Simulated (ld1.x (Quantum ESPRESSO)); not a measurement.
Cutoff test, magnesium, ultrasoft

| Item | Value |
| --- | --- |
| Element | Mg (Z = 12) |
| Generator | ld1.x (Quantum ESPRESSO) 7.5 |
| Type | ultrasoft |
| Functional | LDA (PZ) |
| Relativity | non-relativistic |
| Frozen core | [He] |
| Valence charge | 10 |
| Reference configuration | 2s2 2p6 3s2 3p0 |
| Partial waves | 2s (bound): rcut 1.15, rcutus 1.20 bohr; 3s (bound): rcut 1.15, rcutus 1.20 bohr; 2p (bound): rcut 1.05, rcutus 1.15 bohr; 3p (bound, empty): rcut 1.05, rcutus 1.15 bohr; 3d channel at 0.3 Ry: rcut 0.70, rcutus 0.85 bohr; 3d channel at 0.85 Ry: rcut 0.70, rcutus 0.85 bohr |
| Local potential | all-electron potential smoothed inside 1.10 bohr (lloc = -2) |
| Core correction | none |
| Augmentation charge | PSQ, radius 0.80 bohr |

The pseudo-atom Hamiltonian at the reference potential is diagonalised in spherical Bessel functions j_l(qr) that vanish at 20 bohr, with q² up to the cutoff. All-electron valence levels (Ry): 2s -5.8060, 3s -0.3513, 2p -3.4365, 3p -0.1018.

How do the lowest levels (Ry) of each channel move with the cutoff, and are there ghosts?

| cutoff (Ry) | s #1 | s #2 | s #3 | p #1 | p #2 | p #3 | d #1 | d #2 | f #1 | f #2 | Σ f·Δε (mRy) |
| --- | --- | --- | --- | --- | --- | --- | --- | --- | --- | --- | --- |
| 8 | -5.1089 | -0.2607 | 0.0155 | -1.4246 | -0.0308 | 0.0682 | 0.0549 | 0.1346 | 0.1094 | 0.2321 | 13647.4 |
| 12 | -5.5244 | -0.2910 | 0.0115 | -2.2106 | -0.0530 | 0.0592 | 0.0548 | 0.1344 | 0.1094 | 0.2321 | 8039.8 |
| 18 | -5.7289 | -0.3121 | 0.0088 | -2.8995 | -0.0710 | 0.0536 | 0.0548 | 0.1343 | 0.1094 | 0.2321 | 3455.8 |
| 25 | -5.7828 | -0.3225 | 0.0075 | -3.2381 | -0.0812 | 0.0510 | 0.0548 | 0.1343 | 0.1094 | 0.2321 | 1295.1 |
| 35 | -5.8038 | -0.3350 | 0.0059 | -3.3879 | -0.0879 | 0.0493 | 0.0548 | 0.1343 | 0.1094 | 0.2321 | 329.5 |
| 45 | -5.8056 | -0.3442 | 0.0047 | -3.4250 | -0.0917 | 0.0485 | 0.0548 | 0.1342 | 0.1094 | 0.2321 | 84.7 |
| 55 | -5.8057 | -0.3498 | 0.0040 | -3.4338 | -0.0946 | 0.0478 | 0.0548 | 0.1342 | 0.1094 | 0.2321 | 20.6 |
| 70 | -5.8060 | -0.3512 | 0.0038 | -3.4359 | -0.0989 | 0.0468 | 0.0548 | 0.1342 | 0.1094 | 0.2321 | 4.8 |
| 90 | -5.8060 | -0.3513 | 0.0038 | -3.4362 | -0.1015 | 0.0463 | 0.0548 | 0.1342 | 0.1094 | 0.2321 | 2.8 |
| 110 | -5.8060 | -0.3513 | 0.0038 | -3.4365 | -0.1017 | 0.0462 | 0.0548 | 0.1342 | 0.1094 | 0.2321 | 0.6 |
| 140 | -5.8060 | -0.3513 | 0.0038 | -3.4365 | -0.1017 | 0.0462 | 0.0548 | 0.1342 | 0.1094 | 0.2321 | 0.4 |
| 400 | -5.8060 | -0.3514 | 0.0038 | -3.4366 | -0.1017 | 0.0462 | 0.0548 | 0.1342 | 0.1094 | 0.2321 | 0.0 |

Result: no extra level below or beside the all-electron valence levels (s, p, d, f tested); 10 mRy is reached at 60 Ry and 1 mRy at 110 Ry.
